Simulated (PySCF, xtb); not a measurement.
FHOS2W, SMILES [S]=[W](=[S])([OH])[F], multiplicity 1.

GFN2-xTB run with xtb 6.7.1 at its own geometry gives an orbital gap of 2.19 eV and a dipole moment of 7.71 D.

Geometry: B3LYP-D3(BJ)/def2-SVP. The geometry has at least one imaginary mode, so it is a saddle point at that level. The multiplicity is an assumed one; other spin states were not compared. The def2 effective core potentials stand for the cores of W; spin–orbit coupling is left out. Other conformers were not sampled.

Question: What does HF/def2-TZVP in PySCF give? (An estimate is asked for; the answer gives what the named calculation found.)

Answer: gap 10.04 eV (levels -9.78 and 0.26 eV), dipole 2.98 D.
